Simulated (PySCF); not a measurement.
Al(Cl)(Me)(OH) (CH4AlClO), SMILES [CH3][Al]([OH])[Cl]. Atoms are numbered in the order given.

```xyz
8

Al    -0.1065    -0.3917     0.0000
Cl     0.2889     1.6867     0.0000
C      1.3196    -1.6927     0.0000
H      1.9693    -1.5741     0.8833
H      0.9278    -2.7219     0.0000
H      1.9693    -1.5741    -0.8833
O     -1.7263    -0.9027     0.0000
H     -2.5011    -0.3341     0.0000
```

Geometry: r2SCAN-D4/def2-SVP. Other conformers were not sampled.

All values below come from HF/def2-TZVP in PySCF.

Atomic charges (e):

| atom | Mulliken | Löwdin | IAO |
|---|---|---|---|
| Al1 | 0.91 | -0.18 | 1.31 |
| Cl2 | -0.36 | (withheld) | -0.42 |
| C3 | -0.63 | -0.47 | -0.80 |
| H4 | 0.13 | (withheld) | 0.14 |
| H5 | 0.14 | (withheld) | 0.14 |
| H6 | 0.13 | (withheld) | 0.14 |
| O7 | -0.67 | (withheld) | -0.89 |
| H8 | 0.34 | 0.18 | 0.37 |

Task: Some entries are withheld; supply them. (An estimate is asked for; the answer gives what the named calculation found.)

Result: 
- Cl2, Löwdin: 0.24
- H4, Löwdin: 0.13
- H5, Löwdin: 0.14
- H6, Löwdin: 0.13
- O7, Löwdin: -0.17
